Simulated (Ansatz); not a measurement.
Geometry optimisation, RKS BLYP-D4/def2-SVP in Ansatz 0.2.0.

input.yaml

```yaml
crystal:
  periodic: [false, false, false]
  atoms:
    - { symbol: Mg, position_ang: [-0.2182, -1.5412, -0.6503] }
    - { symbol: Cl, position_ang: [1.668, -1.4746, 1.4696] }
    - { symbol: Cl, position_ang: [-1.2236, -3.2432, -1.462] }
    - { symbol: H, position_ang: [0.2122, 1.2554, 0.2843] }
    - { symbol: "N", position_ang: [-0.7593, 0.8711, -0.5438] }
    - { symbol: H, position_ang: [1.5088, 0.2628, 1.3535] }
    - { symbol: F, position_ang: [1.147, 1.3615, 1.0436] }
    - { symbol: H, position_ang: [-0.6913, 1.417, -1.3933] }
    - { symbol: H, position_ang: [-1.6436, 1.0912, -0.1017] }
basis:
  gaussian: { orbitals: def2-SVP }
hamiltonian:
  xc: blyp
  dispersion: d4
relax:
  f_tol: 0.15
  max_steps: 25
  restrain:
    - { distance: [0, 4], at: 2.12, k: 30.0 }
    - { distance: [3, 6], at: 0.88, k: 30.0 }
    - { distance: [5, 1], at: 1.33, k: 30.0 }
    - { distance: [0, 1], at: 3.73, k: 30.0 }
    - { distance: [3, 4], at: 2.32, k: 30.0 }
    - { distance: [5, 6], at: 2.18, k: 30.0 }
```

Command:

```bash
$ ansatz run input.yaml --threads 2 --pin off --max-ram 3072MiB --backend cpu --events-out ev --progress --plain --runs-dir out
```

Where does it end, and by what steps?

The forces met the threshold. The restraints hold the end off the free minimum. After 7 steps the energy has risen by 0.813 eV (the restraints' own energy left out); Mg1 moved furthest, 0.78 Å. Parted: Mg1–Cl2. Joined: Cl2–H6, H4–F7.

```
step  energy less start (eV)  largest force component (eV/Å)  accepted
   0                  0.0000                           2.578       yes
   1                  0.6068                           3.033       yes
   2                  1.0356                           4.817       yes
   3                  1.0436                           2.139       yes
   4                  0.9534                           1.840       yes
   5                  0.8423                           1.382       yes
   6                  0.8280                           1.398       yes
   7                  0.8134                           1.416       yes
```

```xyz
9
Properties=species:S:1:pos:R:3
Mg -0.896 -1.348 -0.996
Cl 1.778 -1.526 1.586
Cl -1.001 -3.514 -1.457
H 0.667 1.643 0.619
N -0.955 0.713 -0.721
H 1.745 -0.207 1.594
F 1.334 1.888 1.211
H -0.868 1.281 -1.579
H -1.804 1.071 -0.257
```

Whether the end is a true minimum wasn't checked by a vibrational analysis.

The run took 20 s on 2 threads of Arm Neoverse V1 (shared host), peak memory 0.15 GiB.
